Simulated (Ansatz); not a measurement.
Reaction: HBr (bromane, SMILES Br) → HBr+ (parent SMILES Br, doublet) + e-
Each species at its own B3LYP-D3(BJ)/def2-TZVP minimum (Ansatz, a program for electronic structure).

Total energies in hartree (Ansatz). Open shells are spin-unrestricted; no spin-orbit coupling. Cores are frozen in correlated methods (noble-gas shells, and filled d and f shells in the p block). No relativity. Spin-orbit terms, left out, reach several kcal/mol for Br and I, and more for heavier atoms. The spin of HBr+ (parent SMILES Br, doublet) was assumed, and the state is the lowest solution found for it.

```csv
species,HF/cc-pVTZ,CCSD(T)/cc-pVTZ,HF/cc-pVQZ,CCSD(T)/cc-pVQZ,CCSD(T)/cc-pV5Z,CCSDT(Q)/cc-pV5Z
"1: HBr (bromane, SMILES Br)",-2573.04826,-2573.24727,-2573.05155,-2573.26943,-2573.27605,-2573.27683
"2: HBr+ (parent SMILES Br, doublet)",-2572.65605,-2572.82098,-2572.65947,-2572.83808,-2572.84312,-2572.84390
```

Q: Work out the adiabatic ionisation energy (electronic) in eV: take Hartree-Fock from cc-pVQZ, extrapolate the CCSD(T) correlation energy as X^-3 (X = 3, 4), and add CCSDT(Q) - CCSD(T) in cc-pV5Z. 1 hartree = 27.211 eV.

A: 
Species 1: correlation (64·(-0.21788) - 27·(-0.19901))/37 = -0.23165; step -0.00078; E1 = -2573.05155 + (-0.23165) + (-0.00078) = -2573.28398
Species 2: correlation (64·(-0.17861) - 27·(-0.16493))/37 = -0.18859; step -0.00078; E2 = -2572.65947 + (-0.18859) + (-0.00078) = -2572.84884
-1·E1 +1·E2 = 0.43514 hartree = 11.84 eV.
